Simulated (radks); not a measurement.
The table gives one normalised radial function P(r) = r R(r) of Pd12+ in [Ar] 3d10 4s2 4p4 (r in bohr). Method: non-relativistic Kohn-Sham, LDA (Slater exchange, Perdew-Wang correlation), spin-unpolarised, spherical densities, point nucleus; relativity is left out, which matters for an element this heavy; computed with a radial shooting solver on a logarithmic mesh with Libxc functionals.

r              P
0.002031   0.0021
0.002958   0.0043
0.004309   0.0088
0.006275   0.0179
0.00914    0.0356
0.01331    0.0685
0.01939    0.1260
0.02824    0.2169
0.04113    0.3369
0.0599     0.4439
0.08724    0.4323
0.1271     0.1670
0.1851    -0.3389
0.2695    -0.7002
0.3925    -0.3577
0.5717     0.6156
0.826      1.2224
1.203      0.8581
1.752      0.2335
2.552      0.0189

Which n and l does it have? It may be an empty orbital.

Answer. n = 4, l = 1: the number of nodes gives n - l - 1 = 2, the rise at small r (about r^(l+1)) gives l, and the extent must fit the shell. The curve is that of 4p. 4p: eigenvalue -275.03 eV, 2 radial nodes at r = 0.146, 0.457 bohr, <r> = 0.914 bohr, 90 % of the charge inside 1.31 bohr.
